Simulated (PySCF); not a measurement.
CH₅ClFNSi₂, SMILES F[Si@@H]1CN[Si@H]1Cl.

Coordinates come from a B3LYP-D3(BJ)/def2-SVP optimisation. The structure was generated by enumeration; whether it is a known compound was not checked.

Computed with TDDFT-PBE0/def2-SVPD run with PySCF.

Vertical excitations. Gas-phase values at a fixed geometry.

```csv
state,energy (eV),λ (nm),f,main pairs
S1,5.42,229,0.012,HOMO→LUMO 96 %
S2,5.72,217,0.017,HOMO−1→LUMO 97 %
S3,6.05,205,0.006,HOMO→LUMO+1 95 %
S4,6.36,195,0.001,HOMO→LUMO+2 95 %
S5,6.62,187,0.115,HOMO−1→LUMO+1 82 %
S6,6.85,181,0.005,"HOMO−2→LUMO 76 %, HOMO−3→LUMO 18 %"
S7,6.95,178,0.091,HOMO−1→LUMO+2 76 %
S8,7.02,177,0.030,"HOMO→LUMO+4 66 %, HOMO→LUMO+3 23 %"
S9,7.13,174,0.021,"HOMO→LUMO+3 59 %, HOMO→LUMO+4 18 %, HOMO−3→LUMO 10 %"
S10,7.15,173,0.022,"HOMO−3→LUMO 64 %, HOMO−2→LUMO 17 %"
T1,4.85,256,0,"HOMO→LUMO 64 %, HOMO−1→LUMO 31 %"
T2,4.99,248,0,"HOMO−1→LUMO 63 %, HOMO→LUMO 32 %"
T3,5.65,219,0,"HOMO→LUMO+1 66 %, HOMO−1→LUMO+1 23 %"
T4,5.78,214,0,"HOMO−1→LUMO+1 63 %, HOMO→LUMO+1 17 %"
```
Triplets are in the Tamm–Dancoff approximation, which puts them higher than full response would, so one can lie above its singlet here.
